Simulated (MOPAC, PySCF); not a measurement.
Scan of CH3 (anion, charge -1), singlet: umbrella (inversion) coordinate, bond length relaxed. Scanned: angle between the C-H bonds and the threefold axis (90 = planar). Other coordinates (C-H bond length) were minimised at PBE0/def2-TZVP.

- PM3, restricted, heats of formation (MOPAC)
- PM7, restricted, heats of formation (MOPAC)
- MP2 on RHF/aug-cc-pVDZ, 1 core orbital frozen (PySCF)

Energies in mEh, each method relative to its own lowest point.

```json
[
 {"a / °": "90", "PM3": "___", "PM7": "0.0", "MP2": "4.3"},
 {"a / °": "93", "PM3": "0.1", "PM7": "0.4", "MP2": "4.1"},
 {"a / °": "96", "PM3": "0.1", "PM7": "1.5", "MP2": "3.5"},
 {"a / °": "99", "PM3": "0.1", "PM7": "3.3", "MP2": "2.7"},
 {"a / °": "102", "PM3": "0.0", "PM7": "6.0", "MP2": "1.7"},
 {"a / °": "105", "PM3": "0.0", "PM7": "9.4", "MP2": "0.8"},
 {"a / °": "108", "PM3": "0.1", "PM7": "13.7", "MP2": "0.1"},
 {"a / °": "111", "PM3": "0.5", "PM7": "18.8", "MP2": "0.0"},
 {"a / °": "114", "PM3": "1.4", "PM7": "25.0", "MP2": "___"},
 {"a / °": "117", "PM3": "3.4", "PM7": "32.2", "MP2": "2.2"},
 {"a / °": "120", "PM3": "___", "PM7": "40.7", "MP2": "5.1"},
 {"a / °": "123", "PM3": "12.2", "PM7": "50.5", "MP2": "9.4"},
 {"a / °": "126", "PM3": "___", "PM7": "61.8", "MP2": "15.3"},
 {"a / °": "129", "PM3": "30.8", "PM7": "___", "MP2": "23.0"},
 {"a / °": "132", "PM3": "44.7", "PM7": "89.8", "MP2": "32.7"}
]
```

Task: What belongs in the gaps?

Result: 
- 90, PM3: 0.1
- 114, MP2: 0.6
- 120, PM3: 6.8
- 126, PM3: 20.1
- 129, PM7: 74.8
